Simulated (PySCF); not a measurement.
Zn₂Cl⁺, triplet: data card

All numbers come from UPBE0 in PySCF with Cl def2-SVP, Zn def2-SVP; no relativity; density-fitted integrals.

The structure is a higher-order saddle point with 2 imaginary modes (one degenerate set).

Z-matrix (Å, degrees; charge 1 multiplicity 3):
```
Cl
Zn 1 2.3411
Zn 1 2.3411 2 180.00
```

```
Point group                                                                   : D∞h
Bond lengths                                                                  : Cl–Zn 2.341 Å (×2)
Bond angles                                                                   : Zn–Cl–Zn 180.0°
Principal polarisabilities                                                    : 39.7, 39.7, 86.3 bohr³
Dipole moment about the centre of mass                                        : 0.00 D
Principal quadrupole moments (Buckingham, traceless) about the centre of mass : -15.91, -15.91, 31.81 D Å
Lowest empty level (β)                                                        : -8.87 eV
Zero-point energy (real modes)                                                : 2.9 kJ/mol
Rotational constants                                                          : 0.02406 cm⁻¹
Spin squared ⟨S²⟩                                                             : 2.002
Highest occupied level (α)                                                    : -10.72 eV
```

Harmonic modes (masses in u: Cl 34.969, Zn 63.929):
```csv
symmetry,ω (cm⁻¹),"IR (km/mol, summed over degenerate members)"
πu,59i,–
σg+,171,0.0
σu+,308,220
```

In D∞h the vibrations span πu + σg+ + σu+. The σg+ mode carries no infrared intensity, as symmetry demands. With a centre of inversion only u modes can be infrared active and only g modes Raman active.

Charges (e):
```json
{"atom": "Cl1", "Mulliken": "-0.40", "Löwdin": "-0.23", "polar tensor": "-0.90", "spin (Mulliken)": "0.10", "Mayer order to Cl1": "–"}
{"atom": "Zn2,3", "Mulliken": "0.70", "Löwdin": "0.62", "polar tensor": "0.95", "spin (Mulliken)": "0.95", "Mayer order to Cl1": "0.49"}
```

Mulliken populations on Cl1: s 5.92, p 11.47, d 0.01.

Other isomers or separated fragments may lie lower. At this level a triplet minimum of C2v symmetry lies 10 kJ/mol below this structure.

The final relaxation and frequency run took of the order of 110 core-seconds on a shared host.
